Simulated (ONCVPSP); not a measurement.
**Before and after: ONCV potential for Hf**

ONCVPSP 4.0.1 input, shortened (lines: element, Z, core and valence counts, functional; n l f; lmax; l rc ep ncon nbas qcut; lloc lpopt rc5 dvloc0; l nproj debl; icmod fcfact rcfact), PBEsol, fully relativistic:

```
  Hf 72.00   10    3  -116133      upf
    1    0    2.00
    2    0    2.00
    2    1    6.00
    3    0    2.00
    3    1    6.00
    3    2   10.00
    4    0    2.00
    4    1    6.00
    4    2   10.00
    4    3   14.00
    5    0    2.00
    5    1    6.00
    5    2    1.00
    2
    0    1.65    0.00    3    7    7.30
    1    1.80    0.00    4    7    6.10
    2    2.65    0.00    4    9    5.90
    4    4    1.20    6.00
    0    2    1.10
    1    2    3.90
    2    3    0.80
    3    3.75    1.65
```

Open shells are filled in proportion to 2j + 1.

In the s channel the program set the typed energies aside and used -3.459, 0.250 Ha. In the d channel the program set the typed energies aside and used -0.985, 0.250, 1.050 Ha (j = l + 1/2; the other j can differ).

All-electron outer shells of the reference configuration (PBEsol, scalar-relativistic, ld1.x):

```tsv
shell	level (eV)	outermost node (bohr)	outermost maximum (bohr)
5p	-62.55	0.60	1.16
4f	-44.19	–	0.45
5d	-27.10	0.66	1.57
```

Change: s: qcut 4.5.

Cutoffs: the cutoffs (Ha) at which the residual kinetic energy of the hardest occupied pseudo-wave falls to 1 and 0.1 mHa per electron; they do not see the model core or the augmentation charge, which bear on the density cutoff. Errors are all-electron minus pseudo energies relative to the spin-unpolarised reference configuration.

Q: How do hardness, ghosts and transferability respond?

A: The potential gets neither clearly harder nor softer (19 Ha and 22 Ha → 19 Ha and 65 Ha); of the 4 tests that both files solve, the error grows in 3 and shrinks in 0 by more than 15 % and 0.3 meV (median size 53.2 → 65.4 meV); neither file shows a bound ghost.

| quantity | base | changed |
| --- | --- | --- |
| cutoff, loose | 19 Ha | 19 Ha |
| cutoff, tight | 22 Ha | 65 Ha |
| loose cutoff by channel | s 19 Ha, p 13 Ha, d 11 Ha | s 19 Ha, p 13 Ha, d 11 Ha |
| bound ghosts | none | none |
| GHOST(+) flags under 300 eV | none | none |
| error for 5s2 5p6 5d2 6s2, meV [ΔE -43.94 eV] | -50 | -66 |
| error for 5s2 5p6 5d2 6s1, meV [ΔE -35.93 eV] | -56 | -65 |
| error for 5s2 5p6 5d2, meV [ΔE -21.76 eV] | -46 | -49 |
| error for 5s1 5p6 5d2 6s2, meV [ΔE 29.09 eV] | -255 | -471 |
| s: phases at 1.68 bohr within 0.05 rad from the reference energy up to (Ha; the scan ends near 5) | to the end of the scan | to the end of the scan |
| p3/2: phases at 1.82 bohr within 0.05 rad from the reference energy up to (Ha; the scan ends near 5) | to the end of the scan | to the end of the scan |
| p1/2: phases at 1.82 bohr within 0.05 rad from the reference energy up to (Ha; the scan ends near 5) | to the end of the scan | to the end of the scan |
| d5/2: phases at 2.69 bohr within 0.05 rad from the reference energy up to (Ha; the scan ends near 5) | 4.0 | 4.0 |
| d3/2: phases at 2.69 bohr within 0.05 rad from the reference energy up to (Ha; the scan ends near 5) | 4.2 | 4.2 |
| rms error of d²Exc/dni dnj with the model core, mHa | 2.29 | 2.31 |
